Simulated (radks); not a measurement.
Initial-state core-level shifts of the sulfur ion S3+ when its valence configuration changes from [Ne] 3s2 3p1. All-electron calculation, non-relativistic Kohn-Sham, r2SCAN, spin-polarised, spherical densities, point nucleus; open shells are filled with parallel spins first; meta-GGA in the generalised Kohn-Sham scheme. Program: a radial shooting solver on a logarithmic mesh with Libxc functionals. Shifts are changes of the shell-averaged eigenvalues in eV (positive: less bound); the change of the density at the nucleus, which sets a Mossbauer isomer shift, is in e/bohr^3, on a base of 2677.

valence          1s      2s      2p  density at nucleus
3p3          -1.666  -1.778  -1.726            -22.4184
3s0.5 3p2.5  -1.062  -1.183  -1.133            -16.7283
3s1 3p2      -0.459  -0.589  -0.541            -11.0135
3s1.5 3p1.5  -0.358  -0.396  -0.384             -5.5458
